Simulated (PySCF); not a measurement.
## PbI2 relaxed at several levels

Computed with PySCF 2.14.0, def2-SVP on the ligands, density fitting, scalar-relativistic core potentials, no spin-orbit coupling, vacuum. Each row is relaxed at its own level from the same template. Distances are means of the shortest metal–ligand contacts, charges and spins Mulliken's; removal energies are rigid, with the ligand's formal charge and no counterpoise, so too large; for an anion taken off a cation in vacuum most of it is the attraction of opposite charges, and multiply charged cations can part far more cheaply with an electron moved from ligand to metal.

```tsv
level	basis on the metal	point group	M–I (Å)	charge on M (e)	dipole (D)	HOMO–LUMO gap (eV)	removal of one I (eV)	strongest infrared band, degenerate modes summed (cm⁻¹)	unstable modes (below −25 cm⁻¹)
TPSS	def2-SVP with ECP60	C2v	2.852	0.54	3.73	2.37	6.86	–	not given
```

Question: What does the calculation give for PBE, def2-SVP with ECP60?

Answer: point group: C2v, M–I (Å): 2.857, charge on M (e): 0.49, dipole (D): 3.56, HOMO–LUMO gap (eV): 2.20, removal of one I (eV): 6.94, strongest infrared band, degenerate modes summed (cm⁻¹): 160, unstable modes (below −25 cm⁻¹): 0.
```xyz
3

Pb    0.7357    0.8623    0.0000
I    -0.4197   -0.4919    2.2344
I    -0.4197   -0.4919   -2.2344
```

Moved off a saddle point of the template and relaxed again: PBE, TPSS. One start shape was tried for each, so a minimum needn't be the lowest isomer.
